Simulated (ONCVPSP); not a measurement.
Which change was made? (K, ONCV)

- Element: potassium (K)
- Generator: ONCVPSP 4.0.1
- Type: optimised norm-conserving Vanderbilt (ONCV)
- Functional: PBEsol
- Relativity: scalar-relativistic
- Frozen core: [Ne]
- Valence charge: 9
- Reference configuration: 3s2 3p6 (charge +1)
- Partial waves: 3s: rc 1.65 bohr, ncon 5, nbas 8, qcut 8.4 1/bohr, 1 projector; 3p: rc 1.25 bohr, ncon 4, nbas 8, qcut 6.8 1/bohr, 2 projectors, debl 3.1 Ha; d scattering state at 0.06 Ha: rc 1.65 bohr, ncon 3, nbas 6, qcut 4.9 1/bohr, 2 projectors, debl 2.2 Ha
- Local potential: polynomial inside 0.90 bohr (lpopt 3, dvloc0 0 Ha)
- Core correction: polynomial model core, fcfact 0.25

In the d channel the program set the typed energies aside and used 0.050, 2.250 Ha.

Cutoffs, loose and tight: the cutoffs (Ha) at which the residual kinetic energy of the hardest occupied pseudo-wave falls to 1 and 0.1 mHa per electron. They do not see the model core or the augmentation charge, which bear on the density cutoff. Test errors are all-electron minus pseudo excitation energies from the reference, over the configurations 3s2 3p6 4s1; 3s2 3p6 4s0.5; 3s2 3p6 4p1; 3s1 3p6 4s1; variants that change the core or the reference have their own tests.

The base gives: outcome: generated, projector energies reset by the program; cutoff, loose: 24 Ha; cutoff, tight: 43 Ha; bound ghosts: none; GHOST(+) flags above zero: none; largest test error (meV): +87.

After one change the result is: outcome: generated; cutoff, loose: 4.9 Ha; cutoff, tight: 16 Ha; bound ghosts: none; GHOST(+) flags above zero: s, p, d; largest test error (meV): +8.3 over the solved tests; 1 of 4 tests not solved or not reliable. Which change was it?
A. local potential polynomial inside 0.90 bohr (lpopt 3, dvloc0 -2.5 Ha)
B. core [Ar], valence charge 1; reference 3d0.5 4s0.5; waves now 4s: rc 4.00 bohr, ncon 5, nbas 9, qcut 1.9 1/bohr, 2 projectors, debl 3.9 Ha; p scattering state at 0.06 Ha: rc 3.65 bohr, ncon 4, nbas 8, qcut 1.9 1/bohr, 2 projectors, debl 2.7 Ha; 3d: rc 4.00 bohr, ncon 5, nbas 9, qcut 2.3 1/bohr, 2 projectors, debl 2 Ha; local potential polynomial inside 2.60 bohr (lpopt 5, dvloc0 3 Ha)
C. s: nproj 2
D. reference 3s2 3p6 4s1; wave 3s: rc 1.65 bohr, ncon 5, nbas 8, qcut 8.4 1/bohr, 1 projector becomes 3s+4s: rc 1.65 bohr, ncon 5, nbas 8, qcut 8.4 1/bohr, 2 projectors

B. The others give: local potential polynomial inside 0.90 bohr (lpopt 3, dvloc0 -2.5 Ha) → outcome: generated, projector energies reset by the program; cutoff, loose: 24 Ha; cutoff, tight: 43 Ha; bound ghosts: none; GHOST(+) flags above zero: none; largest test error (meV): +115 | s: nproj 2 → outcome: generated, projector energies reset by the program; cutoff, loose: 24 Ha; cutoff, tight: 43 Ha; bound ghosts: none; GHOST(+) flags above zero: none; largest test error (meV): +2.4 | reference 3s2 3p6 4s1; wave 3s: rc 1.65 bohr, ncon 5, nbas 8, qcut 8.4 1/bohr, 1 projector becomes 3s+4s: rc 1.65 bohr, ncon 5, nbas 8, qcut 8.4 1/bohr, 2 projectors → outcome: generated; cutoff, loose: 24 Ha; cutoff, tight: 43 Ha; bound ghosts: none; GHOST(+) flags above zero: none; largest test error (meV): +2.5.
